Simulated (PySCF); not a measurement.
SeCl₃, SMILES Cl[Se](Cl)Cl, multiplicity 2.

Geometry optimised at B3LYP-D3(BJ)/def2-SVP. The spin state was assumed, not searched. The isomer is the one that the SMILES or the coordinates give; other isomers of the formula were not compared.

Calculation: B3LYP-D3(BJ)/def2-SVP run with PySCF.

Frequencies are harmonic and unscaled.

```json
[
 {"mode": "1", "ν (cm⁻¹)": "73", "IR (km/mol)": "1.0", "moving atoms (share of kinetic energy)": "Cl 78 %, Se 22 %"},
 {"mode": "2", "ν (cm⁻¹)": "116", "IR (km/mol)": "2.8", "moving atoms (share of kinetic energy)": "Cl 54 %, Se 46 %"},
 {"mode": "3", "ν (cm⁻¹)": "146", "IR (km/mol)": "0.0", "moving atoms (share of kinetic energy)": "Cl 93 %"},
 {"mode": "4", "ν (cm⁻¹)": "281", "IR (km/mol)": "141.6", "moving atoms (share of kinetic energy)": "Cl 53 %, Se 47 %"},
 {"mode": "5", "ν (cm⁻¹)": "292", "IR (km/mol)": "9.9", "moving atoms (share of kinetic energy)": "Cl 91 %, Se 9 %"},
 {"mode": "6", "ν (cm⁻¹)": "389", "IR (km/mol)": "31.1", "moving atoms (share of kinetic energy)": "Cl 69 %, Se 31 %"}
]
```
